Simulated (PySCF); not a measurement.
dimethyl carbonate (C₃H₆O₃), SMILES COC(=O)OC. Atoms are numbered in the order given.

```xyz
12

C      2.3145     0.0000    -0.0182
O      1.0776     0.0000    -0.7051
C      0.0000     0.0000     0.0709
O      0.0000     0.0000     1.2732
O     -1.0776     0.0000    -0.7051
C     -2.3145     0.0000    -0.0182
H      2.4129    -0.8924     0.6176
H      3.0924     0.0000    -0.7905
H      2.4129     0.8924     0.6176
H     -3.0924     0.0000    -0.7905
H     -2.4129     0.8924     0.6176
H     -2.4129    -0.8924     0.6176
```
Charge 0, spin multiplicity 1.

The structure is a stationary point at PBE0-D3(BJ)/def2-SVP.

The numbers are results of CAM-B3LYP/def2-TZVP (PySCF), not measurements.

Symmetry labels are those of the subgroup C2v that the program uses (full group C2v).

Task: List the valence orbital energies around the gap with their symmetry. (The exact figures need the calculation; the answer reports its results.)

Result: 
```
orbital  symmetry  energy (eV)
-------  --------  -----------
HOMO−7         A1       -14.18
HOMO−6         B1       -13.91
HOMO−5         B2       -12.82
HOMO−4         B1       -12.19
HOMO−3         A1       -11.74
HOMO−2         B2       -10.43
HOMO−1         A2       -10.28
HOMO           B1        -9.96
LUMO           A1         2.11
LUMO+1         B2         2.36
LUMO+2         B1         2.67
LUMO+3         A1         2.95
```
